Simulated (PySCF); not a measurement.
## CuS: from constants to spectrum

UHF constants of CuS, ²Π (doublet), unpaired electrons π ↑ (PySCF, no relativity, basis sets Cu def2-TZVPP, S def2-TZVPP; masses 62.9296 and 31.9721 u):

* ωe: 340.1 cm⁻¹
* ωexe: 1.13 cm⁻¹
* Be: 0.16004 cm⁻¹
* αe: 0.000825 cm⁻¹
* D (centrifugal): 1.42e-07 cm⁻¹

Question: Give the vibrational terms G(v) and spacings up to v = 6.

Answer: G(v) = ωe(v+½) − ωexe(v+½)².

```
v  G(v) (cm⁻¹)  G(v) − G(v−1)  Bv (cm⁻¹)
0        169.8                    0.1596
1        507.6          337.8     0.1588
2        843.2          335.6     0.1580
3       1176.5          333.3     0.1572
4       1507.6          331.1     0.1563
5       1836.4          328.8     0.1555
6       2162.9          326.5     0.1547
```

Hartree–Fock leaves out correlation, which carries a large part of most bond energies and some tenths to 1 eV of ionisation energies. The state is the lowest single determinant that the PBE0 search found; with open d or f shells the true ground state can be another one.
